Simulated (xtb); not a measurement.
xtb input (GFN2-xTB):

```bash
xtb mol.xyz --gfn 2 --ohess tight --chrg -1 --uhf 0
```
mol.xyz:
```
9

C      0.02601756    -1.49351117     0.00408021
N      1.15719064    -0.76213582    -0.07751631
C      1.20636040     0.53998991    -0.04780965
C     -0.02767514     1.31440379     0.05459838
C     -1.20070356     0.56791867     0.07307231
N     -1.17113880    -0.77789478     0.04321232
H      2.17674593     1.06769328    -0.04278404
H     -0.01859815     2.41657750     0.07994263
H     -2.11958131     1.09764726     0.09580648
```

End of the output:

```
   ------------------------------------------------------------------------
    298.15    0.585406E-02    0.638158E-01    0.334227E-01    0.303931E-01
   ------------------------------------------------------------------------

         :::::::::::::::::::::::::::::::::::::::::::::::::::::
         ::                  THERMODYNAMIC                  ::
         :::::::::::::::::::::::::::::::::::::::::::::::::::::
         :: total free energy         -16.001901841749 Eh   ::
         ::.................................................::
         :: total energy              -16.032294892726 Eh   ::
         :: zero point energy           0.057961711044 Eh   ::
         :: G(RRHO) w/o ZPVE           -0.027568660068 Eh   ::
         :: G(RRHO) contrib.            0.030393050977 Eh   ::
         :::::::::::::::::::::::::::::::::::::::::::::::::::::

optimized geometry written to: xtbopt.xyz

           -------------------------------------------------
          | TOTAL ENERGY              -16.032294892726 Eh   |
          | TOTAL ENTHALPY            -15.968479118277 Eh   |
          | TOTAL FREE ENERGY         -16.001901841749 Eh   |
          | GRADIENT NORM               0.000283150041 Eh/α |
          | HOMO-LUMO GAP               1.655234301511 eV   |
           -------------------------------------------------

------------------------------------------------------------------------
------------------------------------------------------------------------
 total:
 SCF:
 ANC optimizer:
 analytical hessian:
```

It need not be the lowest isomer of its formula. Whether it binds its extra electron was not tested at this geometry.
